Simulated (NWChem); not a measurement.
CCl2, singlet; SMILES Cl[C]Cl

Program: NWChem. Medium grid unless said otherwise, to which SCAN and Minnesota functionals are sensitive. Low-valent species are run as closed-shell singlets; no triplet was tried in these runs. Structure relaxed at the PBE0-D3(BJ)/def2-TZVP level. Hybrids' shares of exact exchange are those that their runs print; pure functionals count as 0. The functionals differ in more than this share.

```csv
row,share of exact exchange,orbital gap (eV)
PBE/def2-SVP,0.00,1.70
PW91/def2-SVP,0.00,1.71
B3LYP/def2-SVP,0.20,3.67
B3PW91/def2-SVP,0.20,3.65
M06/def2-SVP,0.27,withheld
M06-2X/def2-SVP,0.54,6.38
M05-2X/def2-SVP,0.56,6.65
```

### Question
Fit a straight line of the last column on the one before it, predict the withheld value, and compare with the run.

### Answer

1. Means of the 6 shown rows: x = 0.250, y = 3.960. Slope Σ(x − x̄)(y − ȳ)/Σ(x − x̄)² = 2.693/0.3102 = 8.682; intercept 1.789.
2. The shown rows scatter about the line by 0.100 (root mean square); the largest residual is +0.14, at B3LYP/def2-SVP.
3. At x = 0.27 (M06/def2-SVP; inside the shown range) the line gives 4.13.
4. The run gives 4.20, +0.07 from the line, 0.7 times the scatter.
